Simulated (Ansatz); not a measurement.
Molecule: B$_{2}$F$_{3}$, net charge 0, doublet state. It need not be the lowest isomer of its formula. 
Geometry from a B3LYP-D3(BJ)/def2-TZVP (Ansatz, a quantum-chemistry and plane-wave program) optimisation:
```
B
F 1 1.3291
F 1 1.3291 2 117.62
B 1 1.6631 2 120.74 3 -169.25
F 4 1.2931 1 141.53 2 -95.54
```
Charge 0, spin multiplicity 2.

Basis-set convergence of Hartree-Fock and MP2 correlation energies (hartree) with Ansatz. Valence correlation only, unless marked. Open shells are spin-unrestricted. Spin-orbit coupling is left out. No relativistic terms.

```csv
basis,functions,E(HF),"E(corr, MP2)"
cc-pVDZ,70,-347.80102,-0.68918
cc-pVTZ,150,[?],[?]
```

Question: What belongs in the gaps?

Answer: 
- cc-pVTZ, E(HF): -347.93066
- cc-pVTZ, E(corr, MP2): -0.90514
